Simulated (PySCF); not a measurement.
From computed data to an observable: oscillator strength and radiative lifetime

C₃H₅, SMILES C=[C]C (connectivity only; charge and spin as stated), charge +1, multiplicity 1.

Coordinates come from a TPSSh-D3(BJ)/def2-TZVP optimisation. The spin state was assumed, not searched. The isomer is the one that the SMILES or the coordinates give; other isomers of the formula were not compared.

PySCF with TDA-CAM-B3LYP/def2-SVPD puts the first singlet state with f over 0.02 at 8.87 eV (vertical), with the transition dipole (0.166, -1.734, 0.000) in atomic units.

Question: Find the oscillator strength, the wavelength and the radiative lifetime that this transition would have in vacuum if emission retraced absorption.

Answer: 
|μ|² = 3.0343 au, so |μ| = 4.43 D. ΔE = 8.87/27.211 = 0.3260 hartree. f = (2/3) ΔE |μ|² = 0.659 (the program prints 0.660).
λ = 1239.84/8.87 = 140 nm; ν = 71541 cm⁻¹.
Einstein's coefficient A = 0.6670 ν² f s⁻¹ (ν in cm⁻¹) = 2.3e9 s⁻¹, so τ = 1/A = 0.44 ns. This state is S5; the lower singlets have f = 0.000, 0.010, 0.005, 0.003. The figure is the radiative limit of this one transition; relaxation, internal conversion, crossing to triplets and a medium change what is measured.
